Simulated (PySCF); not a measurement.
## Bonding in `O[C@@]12C[C@@H]1[C@H]2OC(F)(F)F`

Compound: C₅H₅F₃O₂.
SMILES with atom numbers: `[OH:1][C@@:2]12[CH2:3][C@@H:4]1[C@H:5]2[O:6][C:7]([F:8])([F:9])[F:10]` (hydrogens: H11 on O1; H12, H13 on C3; H14 on C4; H15 on C5)

Cartesian coordinates in Å at the PBE0-D3(BJ)/def2-SVP level; atoms count from 1:
```xyz
15
C5H5F3O2 angstrom
O     -1.6012    1.1183   -0.2386
C     -1.0264   -0.1041   -0.2133
C     -1.6317   -1.4137   -0.5147
C     -0.3268   -1.0242   -1.1475
C      0.3528   -0.5638    0.0936
O      1.3770    0.3820   -0.1657
C      1.7316    1.1901    0.8346
F      2.7942    1.8757    0.4676
F      0.7522    2.0747    1.1338
F      2.0053    0.5385    1.9620
H     -0.9217    1.7800   -0.0599
H     -1.6748   -2.2180    0.2374
H     -2.5041   -1.3692   -1.1757
H      0.0247   -1.0197   -2.1775
H      0.6156   -1.2374    0.9256
```

Bond orders from the PBE0/pcSseg-1 density (PySCF). One conformer (not necessarily the lowest) at the PBE0-D3(BJ)/def2-SVP geometry, without solvent, vibrations or thermal averaging.

Task: Where do the orders between heavy atoms depart from those drawn in the SMILES?

Result: The largest departure is 0.244, at C4–C2 (drawn single, 0.756). Drawn single, order below 0.88: C5–O6 (0.809) and C4–C2 (0.756).

Task: Give the Mayer order of every bond, beside its length.

Result: 
```
  bond  drawn as  length (Å)  Mayer order
 O1–C2    single       1.351        1.084
 C2–C3    single       1.474        1.006
 C3–C4    single       1.502        0.934
 C4–C5    single       1.488        0.961
 C5–O6    single       1.418        0.809
 O6–C7    single       1.334        1.111
 C7–F8    single       1.317        1.079
 C7–F9    single       1.353        0.956
C7–F10    single       1.331        1.014
 C4–C2    single       1.486        0.756
 C5–C2    single       1.486        0.962
O1–H11    single       0.965        0.927
C3–H12    single       1.102        0.927
C3–H13    single       1.095        0.945
C4–H14    single       1.088        0.972
C5–H15    single       1.102        0.919
```

Bonds between the same two heavy elements. C–O: lowest C5–O6 (0.809, 1.418 Å), highest O6–C7 (1.111, 1.334 Å). C–C: lowest C4–C2 (0.756, 1.486 Å), highest C2–C3 (1.006, 1.474 Å); in 1 of the 10 pairs the longer bond (by over 0.003 Å) has the higher order (by 0.02 or more). C–F: lowest C7–F9 (0.956, 1.353 Å), highest C7–F8 (1.079, 1.317 Å).

Task: Sum the orders of all bonds at each heavy atom with more than one neighbour and set the sums beside the valence in the SMILES.

Result: O1 2.011 (drawn 2), C2 3.808 (drawn 4), C3 3.812 (drawn 4), C4 3.623 (drawn 4), C5 3.651 (drawn 4), O6 1.920 (drawn 2), C7 4.160 (drawn 4). Orders between atoms that aren't bonded are not in these sums.

For a closed shell the Mayer order of atoms A and B is Σ (PS)μν (PS)νμ over the basis functions μ on A and ν on B, with P the density and S the overlap matrix.

These values come from a run that also computed NMR shieldings. The run took 47 s wall on one thread of an Arm Neoverse N1, shared host.
